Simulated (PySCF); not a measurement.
Estimate the missing entries of this data sheet.

Compound: C₄H₇O₃S (charge -1).
Z-matrix (Å and degrees, GFN2-xTB geometry), rows numbered from 1:
```
C 
C   1  1.3219
C   2  1.4899  1  125.30
C   3  1.5116  2  112.94  1  -118.59
S   4  1.8407  3  104.32  2  -175.42
O   5  1.4626  4  104.22  3    58.33
O   5  1.4611  4  104.59  3   -61.49
O   5  1.4622  4  105.09  3   178.28
H   1  1.0779  2  121.42  3    -1.36
H   1  1.0793  2  122.41  3   178.72
H   2  1.0847  1  119.58  3  -178.27
H   3  1.0946  2  110.61  1   122.85
H   3  1.0909  2  111.42  1     3.03
H   4  1.0857  3  113.23  2   -59.56
H   4  1.0854  3  113.38  2    67.88
```

```json
{"property": "point group of the GFN2-xTB geometry", "level": "GFN2-xTB", "value": "?"}
{"property": "rotational constants A, B, C of the GFN2-xTB geometry", "level": "GFN2-xTB", "value": "4.386, 0.883, 0.874 GHz"}
{"property": "HOMO energy", "level": "PBE0/pcSseg-1", "value": "-2.03 eV"}
{"property": "LUMO energy", "level": "PBE0/pcSseg-1", "value": "3.45 eV"}
{"property": "13C chemical shifts (computed TMS as zero) by class", "level": "GIAO PBE0/pcSseg-1", "value": "156.9 (C2), 111.9 (C1), 59.6 (C4), 38.9 (C3) ppm"}
{"property": "1H chemical shifts (computed TMS as zero) by class", "level": "GIAO PBE0/pcSseg-1", "value": "?"}
{"property": "isotropic shieldings of nuclei other than C and H, by class", "level": "GIAO PBE0/pcSseg-1", "value": "?"}
```

Gas-phase values; electronic properties from PySCF, density fitting. The structure is a single GFN2-xTB conformer in the gas phase; no vibrational or solvent corrections. NMR classes are plain means over equivalent atoms (diastereotopic ones count apart unless rotation or inversion swaps them), as if these changed places fast; in this geometry the members of some classes differ. No diffuse functions stand in pcSseg-1, which bears on an anion's orbital energies.

(1) The isotropic shieldings of nuclei other than C and H, by class?

(2) What is the point group of the GFN2-xTB geometry?

(3) The 1H chemical shifts (computed TMS as zero) by class?

Results:

(1) 115 (O8), 122 (O6/O7), 187 (S5) ppm.

(2) C1.

(3) 6.21 (H11), 4.97 (H9), 4.63 (H10), 2.97 (H12/H13), 1.91 (H14/H15) ppm.

With B = h/(8π²I), that is 505.379 GHz u Å² over I, the principal moments of inertia are 115.2, 572.6 and 577.9 u Å² (most abundant isotopes); the inertial defect Ic − Ia − Ib is -109.9 u Å² (zero for a rigid planar frame, negative otherwise). The rotational constants make it an asymmetric top with κ = (2B − A − C)/(A − C) = -1.00, nearer the prolate limit (−1).

For the NMR shielding job (PBE0/pcSseg-1), hardware: one thread, Arm Neoverse V2 (aarch64) (shared host). Cost: 21 s wall, 0.80 GiB resident at most.
